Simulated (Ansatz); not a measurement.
Cartesian coordinates (Å):
```xyz
8

C     -0.5979    -0.7989    -0.0102
C     -0.9798     0.5936    -0.0196
S      0.3524     1.5713     0.0223
C      1.3666     0.1081     0.0508
N      0.7088    -1.0184     0.0290
H     -1.3077    -1.6190    -0.0330
H     -1.9922     0.9794    -0.0497
H      2.4488     0.1862     0.0837
```
Charge +1, spin multiplicity 2.

All values below come from frozen-core CCSD(T)/cc-pVTZ // PBE0-D4/def2-TZVP run with Ansatz (a quantum-chemistry and plane-wave program).

| Property | Result |
|---|---|
| HF energy | -567.09157 Ha |
| MP2 correlation energy | -0.78411 Ha |

Task: Estimate the CCSD correlation energy, the (T) correction, the total energy and the T1 diagnostic.

Result: 
The CCSD correlation energy is -0.81825 Ha, the (T) correction is -0.04553 Ha and the CCSD(T) total energy is -567.95535 Ha. The T1 diagnostic comes out as 0.028.
